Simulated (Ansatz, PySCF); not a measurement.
This PySCF input computes a B3LYP/def2-TZVPD energy:

```python
from pyscf import gto, scf, dft

mol = gto.M(
    atom='''
    B    -0.44724455   -0.28636608   -0.00923823
    O    -0.62355583    1.04373518    0.11723837
    O     0.69042876   -1.00091713   -0.11585705
    H     0.17630645    1.59392170    0.13719066
    H     1.52493286   -0.50463571   -0.10205006
    ''',
    basis='def2-tzvpd',
    charge=0,
    spin=1,
    verbose=4,
)

mf = dft.UKS(mol, xc='b3lyp').density_fit(auxbasis='def2-universal-jkfit')
mf.grids.level = 3
mf.conv_tol = 1e-9
mf.max_cycle = 100
mf.max_memory = 1500
mf.kernel()
if not mf.converged:
    mf = mf.newton()
    mf.kernel(mf.make_rdm1())
for _ in range(2):
    mo, _, stable, _ = mf.stability(return_status=True)
    if stable:
        break
    mf.kernel(mf.make_rdm1(mo, mf.mo_occ))
mf.analyze()
```

### Question
Write an input for the same energy in Ansatz (an electronic-structure program) and say what it gives.

### Answer

Ansatz 0.2 input:
```yaml
crystal:
  periodic: [false, false, false]
  atoms:
    - {symbol: B, position_ang: [-0.44724455, -0.28636608, -0.00923823]}
    - {symbol: O, position_ang: [-0.62355583, 1.04373518, 0.11723837]}
    - {symbol: O, position_ang: [0.69042876, -1.00091713, -0.11585705]}
    - {symbol: H, position_ang: [0.17630645, 1.59392170, 0.13719066]}
    - {symbol: H, position_ang: [1.52493286, -0.50463571, -0.10205006]}
basis:
  gaussian:
    orbitals: def2-TZVPD
hamiltonian:
  xc: {name: B3LYP}
magnetization: {spin_polarized: true, initial_magnetization: 1}
output: {forces: true}
```
It gives -176.60701 Eh, and PySCF -176.60705 Eh, a difference of 0.04 mEh, from the treatment of integrals and grids.

It need not be the lowest isomer of its formula.
